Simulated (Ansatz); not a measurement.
System: sum formula H3SiSO2, charge 0, multiplicity 2. It need not be the lowest isomer of its formula. SMILES: O[Si](O)S
Coordinates optimised at B3LYP-D3(BJ)/def2-TZVP (Ansatz, a first-principles code):
```xyz
7

O      1.3585     0.4194    -1.0590
Si    -0.1760     0.3852    -0.4403
O     -0.2767     1.7180     0.5178
S     -0.4012    -1.4471     0.7002
H      1.6199    -0.3023    -1.6386
H      0.3481     2.4305     0.3441
H     -1.7392    -1.4660     0.5843
```
Charge 0, spin multiplicity 2.

Atomisation energy built up term by term with Ansatz (kcal/mol; UHF references for open shells; valence terms freeze the core; atomic spin-orbit terms are left out). Basis-set limits of correlation are two-point, X^-3; Hartree-Fock from the larger set.

```
term                                                    basis  kcal/mol
-----------------------  ------------------------------------  --------
Hartree-Fock                                  aug-cc-pV(Q+d)Z    407.11
CCSD correlation         CBS(aug-cc-pV(T+d)Z,aug-cc-pV(Q+d)Z)    176.73
(T)                      CBS(aug-cc-pV(T+d)Z,aug-cc-pV(Q+d)Z)     13.18
core correlation                                    cc-pwCVTZ      0.95
scalar relativity (X2C)            cc-pVTZ-DK against cc-pVTZ     -1.57
sum: De                                                           596.4
```

(T) makes 2.2 % of the CCSD(T) atomisation energy; under 5 % is typical of single-reference molecules.
